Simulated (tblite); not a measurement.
Record of a relaxation.

Species: C6H10BF3.
SMILES with atom numbers: `[CH3:1][C@H:2](/[CH:3]=[CH:4]/[CH2:5][CH2:6][F:7])[B:8]([F:9])[F:10]` (hydrogens: H11, H12, H13 on C1; H14 on C2; H15 on C3; H16 on C4; H17, H18 on C5; H19, H20 on C6)

Computed with GFN2-xTB (tblite), gas phase: L-BFGS steps from a force-field or distance-geometry start until the largest atomic force falls under 0.01 eV/Å. 6 of its 164 geometries are shown.

Step 0: E = -909.4914 eV, largest atomic force 3.689 eV/Å
```
atom  x, y, z in Å  |  force x, y, z in eV/Å
C1     -2.609    0.759    0.486   -1.255   0.778   0.191
C2     -1.519   -0.292    0.544    0.297  -0.790   0.496
C3     -0.207    0.267    0.041    0.104  -0.058   0.027
C4      0.932    0.147    0.710   -0.311  -0.231   0.515
C5      2.226    0.691    0.197    0.438   0.419   0.307
C6      2.722   -0.114   -1.010    0.123  -0.079   0.268
F7      3.942    0.395   -1.436   -0.603  -0.358   0.086
B8     -1.904   -1.577   -0.304   -0.618  -2.120  -1.509
F9     -2.126   -1.468   -1.730    0.483  -0.738   3.541
F10    -2.032   -2.873    0.336    0.243   3.076  -2.021
H11    -2.339    1.639    1.104   -0.104  -0.507  -0.367
H12    -3.574    0.348    0.887    0.853   0.382  -0.399
H13    -2.787    1.103   -0.549    0.097  -0.209   0.527
H14    -1.403   -0.616    1.612    0.076   0.303  -0.700
H15    -0.215    0.773   -0.929   -0.170  -0.233   0.407
H16     0.937   -0.351    1.699    0.060   0.312  -0.771
H17     2.993    0.653    0.998   -0.323   0.058  -0.476
H18     2.091    1.752   -0.101    0.152  -0.509   0.075
H19     2.001   -0.049   -1.841    0.354  -0.007   0.090
H20     2.867   -1.177   -0.715    0.104   0.511  -0.287
```

Step 33: E = -910.2250 eV, largest atomic force 0.051 eV/Å
```
atom  x, y, z in Å  |  force x, y, z in eV/Å
C1     -2.628    0.783    0.492   -0.010  -0.007   0.011
C2     -1.549   -0.308    0.595   -0.011  -0.042  -0.023
C3     -0.240    0.256    0.107    0.001   0.000  -0.005
C4      0.927    0.114    0.713    0.008   0.034   0.017
C5      2.199    0.700    0.177    0.018   0.008  -0.012
C6      2.733   -0.139   -0.983    0.011  -0.004   0.002
F7      3.927    0.379   -1.423    0.003  -0.014  -0.021
B8     -1.890   -1.569   -0.315    0.033   0.016  -0.004
F9     -2.096   -1.466   -1.612   -0.021  -0.006  -0.002
F10    -1.937   -2.807    0.133    0.010   0.020   0.013
H11    -2.325    1.660    1.057    0.020   0.023   0.018
H12    -3.574    0.426    0.888   -0.043  -0.027   0.006
H13    -2.772    1.068   -0.547   -0.027   0.015  -0.004
H14    -1.435   -0.611    1.639   -0.018   0.005  -0.004
H15    -0.307    0.815   -0.816    0.009   0.012  -0.010
H16     1.000   -0.448    1.633   -0.002  -0.032  -0.005
H17     2.964    0.743    0.952   -0.015  -0.005   0.022
H18     2.022    1.715   -0.185    0.014   0.005  -0.022
H19     2.047   -0.129   -1.836    0.008  -0.004   0.017
H20     2.927   -1.171   -0.675    0.013   0.002   0.005
```

Step 65: E = -910.2559 eV, largest atomic force 0.045 eV/Å
```
atom  x, y, z in Å  |  force x, y, z in eV/Å
C1     -2.752    0.791    0.579   -0.017   0.019  -0.012
C2     -1.603   -0.221    0.605   -0.020  -0.014   0.016
C3     -0.318    0.426    0.141   -0.002  -0.021   0.027
C4      0.886    0.061    0.554    0.006   0.012  -0.008
C5      2.158    0.673    0.062   -0.004   0.012  -0.005
C6      2.880   -0.302   -0.867   -0.003   0.018   0.005
F7      3.974    0.304   -1.432    0.018  -0.004   0.001
B8     -1.795   -1.454   -0.378    0.015   0.013  -0.002
F9     -2.298   -1.340   -1.588   -0.028   0.007  -0.024
F10    -1.361   -2.665   -0.094    0.014  -0.016   0.008
H11    -2.481    1.676    1.150   -0.029   0.012   0.019
H12    -3.651    0.357    1.009   -0.007   0.001   0.014
H13    -2.972    1.086   -0.443   -0.008   0.029  -0.027
H14    -1.457   -0.573    1.629    0.006  -0.030   0.022
H15    -0.438    1.221   -0.583    0.026  -0.037  -0.002
H16     0.992   -0.747    1.266    0.008   0.011   0.000
H17     2.811    0.921    0.903    0.011  -0.013  -0.031
H18     1.948    1.588   -0.495    0.004  -0.006   0.001
H19     2.224   -0.609   -1.688    0.027  -0.002  -0.020
H20     3.248   -1.184   -0.334   -0.018   0.007   0.019
```

Step 98: E = -910.2657 eV, largest atomic force 0.022 eV/Å
```
atom  x, y, z in Å  |  force x, y, z in eV/Å
C1     -2.756    0.792    0.620   -0.004   0.004   0.000
C2     -1.612   -0.227    0.608   -0.007   0.001  -0.001
C3     -0.332    0.412    0.118    0.015  -0.005   0.015
C4      0.881    0.081    0.534    0.008  -0.002  -0.012
C5      2.141    0.692    0.009    0.014   0.009   0.000
C6      2.906   -0.320   -0.843   -0.002   0.007   0.005
F7      4.085    0.229   -1.286    0.007   0.009  -0.002
B8     -1.814   -1.443   -0.394   -0.006  -0.011   0.004
F9     -2.458   -1.352   -1.538   -0.001   0.002   0.004
F10    -1.242   -2.615   -0.193   -0.012   0.002  -0.015
H11    -2.509    1.628    1.270    0.012   0.001  -0.001
H12    -3.673    0.334    0.981    0.010  -0.013   0.002
H13    -2.935    1.170   -0.383   -0.012  -0.003  -0.001
H14    -1.443   -0.602    1.622   -0.002   0.009  -0.003
H15    -0.460    1.168   -0.644    0.000   0.000  -0.001
H16     1.009   -0.690    1.282   -0.008   0.003   0.002
H17     2.784    1.001    0.837    0.001  -0.003  -0.001
H18     1.917    1.570   -0.600    0.001  -0.008  -0.004
H19     2.334   -0.603   -1.732   -0.005  -0.008  -0.005
H20     3.171   -1.214   -0.271   -0.009   0.004   0.015
```

Step 130: E = -910.2695 eV, largest atomic force 0.028 eV/Å
```
atom  x, y, z in Å  |  force x, y, z in eV/Å
C1     -2.737    0.776    0.660    0.004  -0.007   0.003
C2     -1.599   -0.249    0.579    0.003   0.001  -0.004
C3     -0.329    0.399    0.073    0.001  -0.014  -0.006
C4      0.886    0.112    0.514   -0.019  -0.011  -0.007
C5      2.143    0.721   -0.019   -0.015   0.004   0.003
C6      2.947   -0.325   -0.788    0.011   0.008   0.004
F7      4.141    0.209   -1.210   -0.008   0.001   0.000
B8     -1.883   -1.435   -0.442   -0.009   0.015   0.002
F9     -2.635   -1.304   -1.515    0.021  -0.015   0.010
F10    -1.312   -2.618   -0.330   -0.005   0.015  -0.005
H11    -2.446    1.616    1.287    0.008  -0.003  -0.011
H12    -3.626    0.317    1.086   -0.010   0.000   0.005
H13    -2.988    1.144   -0.332    0.010   0.017   0.012
H14    -1.399   -0.651    1.576    0.000  -0.003  -0.008
H15    -0.468    1.125   -0.717    0.000  -0.008   0.007
H16     1.018   -0.625    1.295   -0.003   0.001  -0.002
H17     2.760    1.090    0.805    0.004   0.000  -0.003
H18     1.915    1.557   -0.682    0.003  -0.005  -0.008
H19     2.414   -0.660   -1.684   -0.003   0.001   0.003
H20     3.192   -1.186   -0.158    0.006   0.003   0.005
```

Step 163: E = -910.2739 eV, largest atomic force 0.009 eV/Å
```
atom  x, y, z in Å  |  force x, y, z in eV/Å
C1     -2.684    0.771    0.761    0.002  -0.005   0.000
C2     -1.607   -0.298    0.530    0.000  -0.005  -0.002
C3     -0.351    0.339   -0.016   -0.001   0.000   0.003
C4      0.870    0.109    0.440   -0.002   0.001   0.005
C5      2.108    0.742   -0.110   -0.004   0.003   0.007
C6      3.056   -0.322   -0.656    0.007  -0.002   0.001
F7      4.204    0.266   -1.130   -0.004  -0.005  -0.005
B8     -2.022   -1.407   -0.530   -0.001   0.007   0.005
F9     -2.874   -1.197   -1.512    0.001  -0.001  -0.007
F10    -1.475   -2.606   -0.547   -0.002   0.001   0.002
H11    -2.308    1.541    1.431    0.001   0.003   0.003
H12    -3.571    0.326    1.204   -0.001  -0.005   0.002
H13    -2.968    1.234   -0.180    0.000   0.002  -0.005
H14    -1.356   -0.772    1.484    0.001   0.005  -0.001
H15    -0.506    1.025   -0.838   -0.007   0.000  -0.002
H16     1.022   -0.581    1.260    0.006   0.000  -0.002
H17     2.629    1.290    0.681   -0.004   0.002  -0.003
H18     1.859    1.444   -0.907    0.003  -0.005   0.001
H19     2.607   -0.867   -1.493    0.004   0.006  -0.003
H20     3.363   -1.026    0.125    0.000  -0.003   0.001
```

Task: Summarise the path.

Result: The energy falls by 75.50 kJ/mol from step 0 to step 163; nine tenths of that is first reached at step 5. It never rises by more than 0.2 meV. The largest force goes from 3.689 to 0.009 eV/Å. Among the bonds B8–F10 changes most (a near tie, within 0.001 Å, with another), from 1.451 to 1.318 Å; the atoms move by 0.597 Å rms after alignment.

What follows is the cost of the whole relaxation. Time: 2.0 s wall. Hardware: one thread, Arm Neoverse N1 (aarch64), on a shared host.
